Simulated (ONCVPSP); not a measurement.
## An all-electron radial function and its pseudo partner (nitrogen)

Columns: radius, all-electron u(r) and pseudo u(r) of the 2s shell (level -18.58 eV) of nitrogen in the configuration [He] 2s2 2p3; PBE, scalar-relativistic, ONCV scheme, ONCVPSP 4.0.1.

```
r (bohr)  all-electron  pseudo
   0.082       -0.3623  0.0510
   0.165       -0.3520  0.1105
   0.248       -0.1839  0.1851
   0.330        0.0306  0.2763
   0.413        0.2449  0.3827
   0.495        0.4313  0.4945
   0.578        0.5862  0.6064
   0.660        0.7047  0.7073
   0.742        0.7909  0.7899
   0.825        0.8488  0.8484
   0.908        0.8819  0.8819
   0.990        0.8947  0.8946
   1.072        0.8917  0.8917
   1.155        0.8763  0.8763
   1.238        0.8516  0.8515
   1.320        0.8205  0.8204
   1.402        0.7848  0.7848
   1.485        0.7457  0.7457
   1.568        0.7049  0.7049
   1.650        0.6640  0.6640
   1.733        0.6227  0.6226
   1.815        0.5825  0.5825
   1.898        0.5430  0.5430
   1.980        0.5055  0.5055
   2.062        0.4696  0.4696
   2.145        0.4350  0.4350
```

(1) How many radial nodes do the two functions have?

(2) At about which radius was the pseudo-wave matched?

(3) Where does each function peak?

(4) Is the pseudo-wave norm-conserving?

Results:

(1) The all-electron 2s function has n − l − 1 = 1; the pseudo-wave has 0, since the states of the same l below it are removed with the core.

(2) 0.95 bohr. The columns agree to 0.0005 from 0.82 bohr on; several derivatives are matched, so the curves merge somewhat inside the radius.

(3) Outermost all-electron maximum near 0.99 bohr, pseudo maximum near 0.99 bohr (to the table’s step).

(4) Yes: the ONCV scheme keeps the norm inside the radius equal to the all-electron one, which fixes the energy derivative of the logarithmic derivative at the level.
